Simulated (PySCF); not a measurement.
# Removing the step error of a finite difference

System: BBrCl$_{2}$, singlet, geometry from GFN2-xTB. Level: PBE/cc-pVDZ, polarisability (PySCF). Sums are taken with unrounded values, so a last digit can differ.

Second differences of the energy in a field along z gave a polarisability along z of 47.755 bohr³ at step 0.005 and 47.789 bohr³ at step 0.02 (atomic units).

**Question.** Extrapolate to zero step.

**Answer.** The leading error of a symmetric difference goes as h², so A(h) = A0 + c h². Then c = (47.789 - (47.755))/(0.02² - 0.005²) = 90.5 (atomic units) and A0 = 47.755 - c × 0.005² = 47.753 bohr³. The analytic value from the same program and level is 47.753 bohr³: the smaller step missed it by 0.002, the extrapolation by 0.000.
